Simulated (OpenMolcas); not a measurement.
A calculation on O+.

- Program: OpenMolcas 26.06
- Method: SS-CASPT2, IPEA 0.25 Eh, imaginary shift 0.1 Eh (closed shells correlated: 1s 2s)
- Basis: ANO-RCC-VTZP [4s3p2d1f]
- Scalar Hamiltonian: DKH2, point nucleus
- Active space: 3 electrons in 3 orbitals (2p)
- State averaging: 2S+1 = 4 odd, 1 root; 2S+1 = 2 odd, 8 roots
- Spin-orbit coupling: RASSI with atomic mean-field integrals over the reference wave functions, term energies averaged over their components

Which level of the active space comes out lowest?

2s2 2p3 4S* 3/2, with 100 % of that term; it is also the measured ground level.

How high does 2s2 2p3 2P* 1/2 lie?

43630 cm-1 above the lowest level; measured 40470 cm-1 above the ground level, so the calculation is off by +8 %.

How high does 2s2 2p3 2D* 3/2 lie?

27540 cm-1 above the lowest level; measured 26831 cm-1 above the ground level, so the calculation is off by +3 %.

How high does 2s2 2p3 2D* 5/2 lie?

27540 cm-1 above the lowest level; measured 26811 cm-1 above the ground level, so the calculation is off by +3 %.

Measured values: NIST Handbook of Basic Atomic Spectroscopic Data.

CASPT2 breaks the degeneracy within a term, and the mean is taken; among the terms shown or strongly mixed into the levels shown the widest spread is 150 cm-1 (2s2 2p3 2D*). With the s shell closed, the reference lacks s² → p² mixing. Measured partners are found by configuration, term and J. A level has none where our copy of the source lacks it or the pairing is in doubt (some pairs that miss far off the trend of their configuration count as doubtful), and it then counts in no deviation. Levels of configurations outside the active space are missing.

* marks odd parity.
